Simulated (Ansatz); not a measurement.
`C#C[Si](F)(F)Cl`, charge 0, multiplicity 1.

(1) Give a relaxed structure at PBE0-D4/def2-TZVP (Ansatz). (Estimate.)

## Answers

(1) The calculation gave: 
Cartesian coordinates in Å:
```
C 0.266 -0.914 1.751
C 0.145 -0.352 0.694
Si -0.060 0.482 -0.884
F 0.908 -0.146 -1.954
F 0.318 2.003 -0.742
Cl -1.953 0.340 -1.554
H 0.376 -1.412 2.688
```
Point group Cs.
